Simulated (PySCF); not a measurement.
**Working out the ionisation energy of Cr**

Cr [Ar] 3d5 4s1 (7S) → Cr⁺ [Ar] 3d5 (6S). All numbers are calculated (PySCF 2.14, scalar relativity by spin-free X2C-1e, in x2c-SVPall (5s3p3d1f, 36 functions)). Frozen: [Ar]. Energies in hartree (1 hartree = 27.21139 eV):

| part | Cr (lower) | Cr⁺ (upper) |
| --- | --- | --- |
| UHF | -1049.477061 | -1049.255513 |
| MP2 opposite-spin | 0.000000 | 0.000000 |
| MP2 same-spin | -0.060587 | -0.049632 |

Problem. What does Hartree-Fock give?

Solution. (-1049.255513) − (-1049.477061) = 0.221548 hartree = 6.029 eV.

Problem. What do MP2 and SCS-MP2 (6/5 opposite-spin, 1/3 same-spin) give?

Solution. The opposite-spin parts differ by 0.000 eV and the same-spin parts by 0.298 eV. MP2: 6.029 + (0.000) + (0.298) = 6.327 eV. SCS-MP2: 6.029 + 1.2 × (0.000) + (0.298)/3 = 6.128 eV.

Measured between the centres of the two terms (NIST): 6.767 eV, so MP2 (valence) is off by -0.440 eV.

A double-zeta basis recovers only part of the correlation energy.

What remains against the reference includes basis incompleteness, the frozen core and correlation beyond second order.
